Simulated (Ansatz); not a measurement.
Cartesian coordinates in Å:
```
B -0.587 -1.356 -0.589
N -0.010 -0.310 0.119
C 0.111 1.148 -0.314
Al 0.797 0.623 1.380
H -1.066 -1.165 -1.676
H -0.598 -2.452 -0.096
H 0.744 1.296 -1.189
H -0.847 1.652 -0.437
H 1.457 0.564 2.803
```

The species carries charge 0 and has multiplicity 1.

List the ωB97M-V/def2-TZVPP orbital energies in eV (Ansatz 0.2.0). (An estimate is asked.)

Computed: Occupied: -1532.49, -393.95, -281.61, -186.91, -117.14, -76.80, -76.64, -76.59, -26.51, -20.28, -16.78, -14.44, -14.02, -13.33, -12.57, -10.01, -9.97, -9.36. Lowest empty: 0.13, 0.96, 1.59, 1.99, 3.13, 3.54, 3.95, 4.45.
